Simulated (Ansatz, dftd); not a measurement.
Species: SbHF, charge 0, doublet. SbHF (SMILES [F][SbH], doublet).
B3LYP-D3(BJ)/def2-TZVP minimum from Ansatz (a first-principles code):
```xyz
3

Sb    -0.1173    -0.1988     0.1682
H     -1.5390    -0.0773    -0.8038
F      0.8359     1.1349    -0.8641
```
Charge 0, spin multiplicity 2.

Property: atomisation energy (electronic, to ground-state atoms), in kJ/mol. UHF or UKS for unpaired electrons; spin-orbit terms are left out. Cores are frozen in correlated methods (noble-gas shells, and filled d and f shells in the p block). Past Kr the def2 sets carry scalar-relativistic core potentials. CBS(X,Y): correlation extrapolated as X^-3, Hartree-Fock from the larger set. A bracket is a step between two methods taken in the basis named. Where a partner has so few electrons that a lower coupled-cluster level is exact, that level stands in. Spin-orbit terms, left out, reach several kcal/mol for Br and I, and more for heavier atoms.

| level | program | atomisation energy (kJ/mol) | difference against the last row |
|---|---|---|---|
| PBE-D3(BJ)/def2-TZVPD | Ansatz + dftd3 | 701.0 | 29.1 |
| r2SCAN-D3(BJ)/def2-TZVPD | Ansatz + dftd3 | 672.8 | 0.9 |
| r2SCAN/def2-TZVPD | Ansatz | 672.0 | 0.1 |
| B3LYP-D3(BJ)/def2-TZVPD | Ansatz + dftd3 | 687.8 | 15.9 |
| PBE0-D4/def2-TZVPD | Ansatz + dftd4 | 656.7 | -15.2 |
| CAM-B3LYP-D4/def2-TZVPD | Ansatz + dftd4 | 690.1 | 18.2 |
| CAM-B3LYP/def2-TZVPD | Ansatz | 687.4 | 15.5 |
| wB97X-V/def2-TZVPD | Ansatz | 693.0 | 21.1 |
| wB97M-V/def2-TZVPD | Ansatz | 672.5 | 0.6 |
| MP2/def2-TZVPP | Ansatz | 642.0 | -29.9 |
| CCSD(T)/def2-QZVPP | Ansatz | 658.3 | -13.6 |
| CCSDTQ/def2-SVP | Ansatz | 558.6 | -113.3 |
| CCSD(T)/CBS(def2-TZVPP,def2-QZVPP) + [CCSDT(Q) - CCSD(T)]/def2-TZVPP | Ansatz | 672.1 | 0.2 |
| CCSD(T)/CBS(def2-TZVPP,def2-QZVPP) + [CCSDT(Q) - CCSD(T)]/def2-TZVPP + [CCSDTQ - CCSDT(Q)]/def2-SVP | Ansatz | 671.9 | 0.0 |
